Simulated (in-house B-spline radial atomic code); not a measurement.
## PBE hybrid excitations of Sc³⁺

Method: PBE hybrid with 0.5 exact exchange. Computed with a B-spline radial code for spherical atoms: linear response of the closed shell [Ne] 3s2 3p6 with the functional's adiabatic kernel; scalar-relativistic (spin-free one-electron X2C), finite nucleus, no spin-orbit coupling, no double excitations, S, P, D and F terms only. Only terms of natural parity with L up to 3 were computed.

Command:
```bash
python run_td.py task.json out
```
Settings (radii: box in bohr, nucleus in fm):
```
Z                        21
electrons                18
configuration            [Ne] 3s2 3p6
hamiltonian              x2c
method                   pbeh
box_radius               23.08
exact_exchange_fraction  0.5
rms_radius               3.5459
intervals                73
```

Cost of the run: 0.6 s on 1 thread of Intel(R) Xeon(R) 6975P-C (Granite Rapids) (shared host).

The lowest states, in the order of their Tamm-Dancoff energies; the method's threshold (minus the highest occupied level) is 69.78 eV. Labels give the largest channel, * marks a mixed state, and oscillator strengths are full-response dipole values. Semilocal kernels can invert the small singlet-triplet splittings of Rydberg terms. Energies in eV:

```json
{"state": "3p → 3d 3P", "full response": "29.765", "Tamm-Dancoff": "29.886", "oscillator strength": "-"}
{"state": "3p → 3d 3F", "full response": "30.29", "Tamm-Dancoff": "30.57", "oscillator strength": "-"}
{"state": "3p → 3d 1F", "full response": "33.42", "Tamm-Dancoff": "33.44", "oscillator strength": "-"}
{"state": "3p → 4s 3P", "full response": "?", "Tamm-Dancoff": "?", "oscillator strength": "-"}
{"state": "3p → 4s 1P*", "full response": "?", "Tamm-Dancoff": "?", "oscillator strength": "?"}
```

Question: Where does 3p → 4s 3P lie?

Answer: At 41.06 eV in full response, 41.08 eV in Tamm-Dancoff.

Question: Where does 3p → 4s 1P lie?

Answer: At 41.42 eV in full response, 41.58 eV in Tamm-Dancoff, oscillator strength 2.52.

Question: How large is the singlet-triplet splitting of 3p → 3d (F terms) in Tamm-Dancoff?

Answer: 2.86 eV, from the unrounded values.

Question: What polarisabilities and dispersion coefficient does the method give?

Answer: Dipole 2.13 bohr³, quadrupole 3.479 bohr⁵, C6 5.622 hartree·bohr⁶ for two such species.
